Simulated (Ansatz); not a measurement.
Reaction (substitution at a C–S bond): `C[O][GeH]([Cl])[S]C` + `C[SiH](N)O` → `CO[SiH](C)N` + `C[O][GeH]([SH])[Cl]`

Gas-phase electronic energies from Ansatz, PBE0-D4/def2-TZVP geometries. CCSD(T)/CBS is the MP2 limit (def2-TZVPP, def2-QZVPP) plus CCSD(T) − MP2 in def2-TZVPP, frozen cores. Functionals use def2-TZVPP. B3LYP here is the variant with VWN-RPA as its local correlation; programs differ in this. For Ge outer-core shells are correlated without core-valence functions, which leaves a few kJ/mol of doubt a bond. Scalar relativity is left out up to krypton. One conformer a species, not always the lowest.

`C[O][GeH]([Cl])[S]C`:

Cartesian coordinates in Å:
```
C -0.813 -1.868 0.334
O -0.905 -0.903 -0.695
Ge -1.077 0.803 -0.284
Cl -2.843 1.079 0.907
S 0.591 1.483 0.976
C 1.940 1.124 -0.189
H -0.038 -1.614 1.066
H -0.557 -2.822 -0.132
H -1.766 -1.980 0.862
H -1.220 1.516 -1.630
H 1.866 1.739 -1.085
H 1.958 0.069 -0.460
H 2.865 1.372 0.331
```

`C[SiH](N)O`:

```xyz
11

C    -0.269   -0.385   -1.382
Si    0.397    0.434    0.151
N     0.200   -0.686    1.436
O    -0.366    1.849    0.520
H    -0.243    0.311   -2.224
H     0.327   -1.260   -1.655
H    -1.304   -0.708   -1.244
H     1.799    0.880   -0.063
H     0.615   -0.530    2.341
H     0.097   -1.668    1.245
H    -1.253    1.761    0.874
```

`CO[SiH](C)N`:

Z-matrix (Å, degrees):
```
C
O 1 1.405
H 1 1.092 2 108.6
H 1 1.097 2 111.6 3 -119.1
H 1 1.097 2 111.7 3 119.3
Si 2 1.650 1 123.3 3 -170.9
N 6 1.710 2 114.4 1 58.8
C 6 1.863 2 110.9 1 -62.1
H 6 1.482 2 102.2 1 177.2
H 7 1.006 6 123.2 2 64.0
H 7 1.005 6 122.6 2 -98.8
H 8 1.092 6 110.6 2 -51.5
H 8 1.094 6 111.5 2 68.3
H 8 1.092 6 110.8 2 -171.5
```

`C[O][GeH]([SH])[Cl]`:

Cartesian coordinates in Å:
```
C -1.222 -0.973 0.230
O -0.883 0.288 0.768
Ge 0.541 1.144 0.193
S 2.370 -0.090 0.339
Cl 0.247 1.599 -1.892
H -2.082 -1.347 0.789
H -1.498 -0.898 -0.827
H -0.400 -1.691 0.332
H 0.621 2.422 1.020
H 2.307 -0.453 -0.952
```

```csv
level,ΔE (kcal/mol),difference from CCSD(T)/CBS
r2SCAN-D4,10.7,-0.7
PBE0-D4,10.7,-0.7
B3LYP-D4,9.6,-1.8
ωB97X-V,9.6,-1.8
B2PLYP,10.2,-1.2
r2SCAN,10.7,-0.7
PBE0,10.6,-0.8
B3LYP,9.3,-2.1
MP2/def2-TZVPP,12.0,0.6
SCS-MP2/def2-TZVPP,10.8,-0.6
CCSD/def2-TZVPP,10.0,-1.4
CCSD(T)/def2-TZVPP,10.4,-1.0
MP2/def2-QZVPP,12.6,1.2
SCS-MP2/def2-QZVPP,11.3,-0.1
MP2/CBS(def2),13.0,1.6
CCSD/CBS(def2),11.0,-0.4
CCSD(T)/CBS,11.4,0
```

Largest T1 diagnostic among the species: 0.011.

In def2-TZVPP, CCSD(T) changes the Hartree–Fock value by +2.4 kcal/mol (the triples alone add +0.4 kcal/mol) and MP2 by +4.1 kcal/mol.
